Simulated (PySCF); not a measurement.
Isomers of C10H10O. Theory: PBE0-D3(BJ)/def2-SVP geometry optimisation, gas phase (PySCF). Energies are electronic, without zero-point or thermal terms, for one conformer each. No frequencies were run at this level. Point groups hold within 0.08 Å.

**Question.** Order them by energy at this level, lowest first, and give relative energies in kcal/mol.
A. `[CH3:1][C:2](=[O:3])/[CH:4]=[CH:5]/[c:6]1[cH:7][cH:8][cH:9][cH:10][cH:11]1` with C1–C2–C4–C5 180°, C4–C5–C6–C7 178°
B. `[CH3:1][O:2][C:3]1=[CH:4][CH:5]=[CH:6][C:7]12[CH:8]=[CH:9][CH:10]=[CH:11]2` with C1–O2–C3–C4 0°
C. 2-methyl-1-indanone, `C[C@H]1Cc2ccccc2C1=O`
D. `[O:1]=[C:2]1[CH2:3][CH2:4][CH2:5][c:6]2[cH:7][cH:8][cH:9][cH:10][c:11]21` with O1–C2–C3–C4 -152°, C2–C3–C4–C5 -56°, C3–C4–C5–C6 54°, C4–C5–C6–C7 153°
E. `[O:1]=[C:2]([c:3]1[cH:4][cH:5][cH:6][cH:7][cH:8]1)[CH:9]1[CH2:10][CH2:11]1` with O1–C2–C3–C4 178°, O1–C2–C9–C10 34°

**Answer.** D (0.0), C (1.9), A (24.7), E (28.6), B (73.0).

As drawn, the lowest has an aromatic ring and a C=O bond, which the highest lacks; the highest has a C=C bond outside aromatic rings and a quaternary carbon, which the lowest lacks. Neighbours under 2.5 kcal/mol apart (O=C1CCCc2ccccc21 and C[C@H]1Cc2ccccc2C1=O) can change places with a better method, another conformer or zero-point energy.

```json
{"SMILES": "O=C1CCCc2ccccc21", "E (Eh)": "-461.47987", "E rel (kcal/mol)": "0.0", "dipole (D)": "3.26", "point group": "C1", "A, B, C (MHz)": "1887, 1076, 702.8"}
{"SMILES": "C[C@H]1Cc2ccccc2C1=O", "E (Eh)": "-461.47680", "E rel (kcal/mol)": "1.9", "dipole (D)": "3.24", "point group": "C1", "A, B, C (MHz)": "2338, 895.8, 667.0"}
{"SMILES": "CC(=O)/C=C/c1ccccc1", "E (Eh)": "-461.44055", "E rel (kcal/mol)": "24.7", "dipole (D)": "3.20", "point group": "near Cs", "A, B, C (MHz)": "3562, 477.1, 421.9"}
{"SMILES": "O=C(c1ccccc1)C1CC1", "E (Eh)": "-461.43431", "E rel (kcal/mol)": "28.6", "dipole (D)": "2.72", "point group": "near Cs", "A, B, C (MHz)": "3009, 649.4, 557.3"}
{"SMILES": "COC1=CC=CC12C=CC=C2", "E (Eh)": "-461.36349", "E rel (kcal/mol)": "73.0", "dipole (D)": "1.45", "point group": "Cs", "A, B, C (MHz)": "1720, 1100, 801.9"}
```
